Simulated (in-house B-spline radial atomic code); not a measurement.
Results of a calculation; reference values are marked as such.
Making a Troullier-Martins p channel for N, r_c = 2.05 bohr

N, [He] 2s2 2p3, non-relativistic PBE, spherical and spin-unpolarised, from a B-spline radial code for spherical atoms (atomic units). The all-electron 2p level is ε = -0.260725 hartree and its outer maximum at 0.98 bohr.

Inside r_c the pseudo-orbital is u(r) = r^2 exp(p(r)), with p = c0 + c2 r² + c4 r⁴ + … + c12 r¹². The seven coefficients follow from p and its first four derivatives at r_c, from zero curvature of the screened potential at the origin, c4 = −c2²/(2l + 5), and from the norm inside r_c. At r_c the all-electron orbital has P = 0.5107683, P' = -0.2978509, the screened potential V = -0.4065392, V' = 0.4593725, V'' = -0.7297421, and the norm inside is Q = 0.7954552.

(1) What are p, p' and p'' at r_c?

For a trial c2 the five matching conditions are linear in c0, c6, c8, c10 and c12, and c2 is varied until the norm inside r_c equals Q. The root nearest zero gives:

```csv
n,c_n
0,0.8837689
2,-1.030058
4,-0.1515742
6,0.1715975
8,-0.04863982
10,0.006207176
12,-0.0003061819
```

(2) Check c4 and p(r_c), and find the screened pseudopotential at the origin.

Orbitals and screened potentials:

```json
{"r (bohr)": "0.205", "P": "0.2208", "u": "0.09737", "V all-electron": "-23.67", "V pseudo": "-5.401"}
{"r (bohr)": "0.512", "P": "0.6034", "u": "0.4806", "V all-electron": "-6.111", "V pseudo": "-5.077"}
{"r (bohr)": "0.82", "P": "0.7654", "u": "0.7936", "V all-electron": "-2.839", "V pseudo": "-3.821"}
{"r (bohr)": "1.128", "P": "0.7691", "u": "0.8303", "V all-electron": "-1.527", "V pseudo": "-1.956"}
{"r (bohr)": "1.435", "P": "0.6995", "u": "0.7207", "V all-electron": "-0.9123", "V pseudo": "-0.6821"}
{"r (bohr)": "1.742", "P": "0.6058", "u": "0.6071", "V all-electron": "-0.591", "V pseudo": "-0.4276"}
{"r (bohr)": "2.05", "P": "0.5108", "u": "0.5108", "V all-electron": "-0.4065", "V pseudo": "-0.4065"}
```

Logarithmic derivatives P'/P at R = 2.35 bohr, for energies E around ε:

```csv
E − ε (hartree),all-electron,pseudo
-0.5,0.949111,0.963934
-0.25,0.51842,0.52937
-0.1,0.0325578,0.0370257
0,-0.619589,-0.619588
0.1,-2.46633,-2.4188
0.25,7.49506,8.92861
0.5,1.85781,2.05564
```

Answers

(1) p = ln(P/r_c^2) = ln(0.5107683/4.2025) = -2.10752. p' = P'/P − 2/r_c = -0.58314 − 0.97561 = -1.55875. The radial equation gives p'' = 2(V − ε) − 2(2) p'/r_c − p'² = -0.29163 − (-3.04147) − 2.42971 = 0.32013. Differentiating, p''' = 2V' + 2(2)p'/r_c² − 2(2)p''/r_c − 2p'p'' = -0.19153, and p'''' = 2V'' − 4(2)p'/r_c³ + 4(2)p''/r_c² − 2(2)p'''/r_c − 2p''² − 2p'p''' = 0.16903.

(2) −c2²/7 = -0.151574, as listed. The terms c_n r_c^n are 0.88377, -4.32882, -2.67695, 12.73603, -15.17130, 8.13641, -1.68665, which sum to -2.10752. Inverting the radial equation, V_l(r) = ε + 2 p'/r + (p'' + p'²)/2, so V_l(0) = ε + (2l + 3) c2 = -0.260725 + 5 × (-1.03006) = -5.4110 hartree, finite where the all-electron potential diverges.
